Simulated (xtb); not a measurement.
Cl2HSi, SMILES Cl[SiH]Cl (connectivity only; charge and spin as stated), charge +1, multiplicity 1. All values are semi-empirical tight-binding results from xtb (GFN2-xTB unless named), good for trends rather than for accurate numbers. Geometry optimised at GFN2-xTB. The spin state was assumed, not searched. The isomer is the one that the SMILES or the coordinates give; other isomers of the formula were not compared.

Optimised geometry:

```xyz
4

Cl    -0.0011    -0.3041    -1.7131
Si     0.0044     0.5927     0.0000
Cl    -0.0011    -0.3041     1.7131
H     -0.0234     2.0404     0.0000
```
Charge +1, spin multiplicity 1.

Computed properties:
```yaml
point_group_as_xtb_finds_it: C2v
orbital_gap: 4.45 eV
zero_point_energy: 7.0 kcal/mol
G − E(el) at 298.15 K (modified RRHO): -10.1 kcal/mol
static polarisability (D4 model): 60.6 bohr³
solvation energy, GFN2-xTB/ALPB(water): -51.9 kcal/mol
solvation energy, GFN2-xTB/ALPB(benzene): -43.4 kcal/mol
```

Task: Give the atomic charges and the Wiberg bond orders between heavy atoms. (The exact figures need the calculation; the answer reports its results.)

Result: charges (e) Cl1 0.18, Si2 0.52, Cl3 0.18, H4 0.13. Bond orders Cl1–Si2 1.63, Si2–Cl3 1.63.
